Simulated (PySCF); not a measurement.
Vertical excitations of a molecule C2H5NO2Si from TDA-PBE/def2-SVPD in PySCF 2.14.0, as energy in eV (oscillator strength): 4.26 (0.000), 5.18 (0.053), 5.71 (0.000), 5.89 (0.005), 6.20 (0.029), 6.44 (0.013), 6.50 (0.011), 6.72 (0.023), 6.88 (0.015), 7.15 (0.006). Lowest triplet (TDA): 3.44 eV. Coordinates come from a ωB97X-D3(BJ)/def2-SVP optimisation. One conformer was computed; it need not be the lowest.

Q: Which molecule gave these data?
A. O[Si@@H]1C=NCO1
B. N#CC[SiH](O)O
C. O=C/C=N/[SiH2]O
D. N#CO[SiH2]CO

A: A, O[Si@@H]1C=NCO1
